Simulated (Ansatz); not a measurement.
Ansatz (a quantum-chemistry and plane-wave program) input (r2SCAN/def2-TZVPD):

Ansatz 0.2 input:
```yaml
crystal:
  periodic: [false, false, false]
  atoms:
    - {symbol: C, position_ang: [1.36656412, -0.18415937, -0.09598662]}
    - {symbol: C, position_ang: [0.06593869, -0.00888596, -0.00463149]}
    - {symbol: F, position_ang: [-0.83029842, -0.97785241, 0.07898218]}
    - {symbol: F, position_ang: [-0.54605565, 1.16333108, 0.01769207]}
    - {symbol: H, position_ang: [2.01907743, 0.67097753, -0.15970021]}
    - {symbol: H, position_ang: [1.77309228, -1.18201362, -0.10665944]}
basis:
  gaussian:
    orbitals: def2-TZVPD
hamiltonian:
  xc: {name: r2SCAN}
magnetization: {spin_polarized: true, initial_magnetization: 2}
```

Output:

```
Functional definition: r2SCAN
integrals: 0.06 GiB planned
844 factors; their error is unknown
mean field: 0.77 GiB planned
mean field evaluation 1: about -7530.0018 eV, gradient 3.2e1 eV
mean field evaluation 2: about -7523.2004 eV, gradient 4.1e1 eV
mean field evaluation 4: about -7534.6018 eV, gradient 5.0e0 eV
mean field evaluation 8: about -7534.6897 eV, gradient 3.5e-1 eV
mean field evaluation 16: about -7534.6900 eV, gradient 4.9e-4 eV
mean field -7534.69003173 eV, -276.8947514698 hartree, gradient 1.3e-5 eV, S^2 2.010913; 0 other end points of the search recorded, 0 dependent functions left out
reference -7534.69005577 eV, -276.8947523533 hartree; 17, 15 occupied and 155, 157 virtual orbitals, 844 factors
Total energy: -7534.69005577 eV, -276.8947523533 hartree
```

This state (charge 0, triplet) is run at the relaxed geometry of the species with charge 0 and multiplicity 1, and is a spin state other than that species' own.
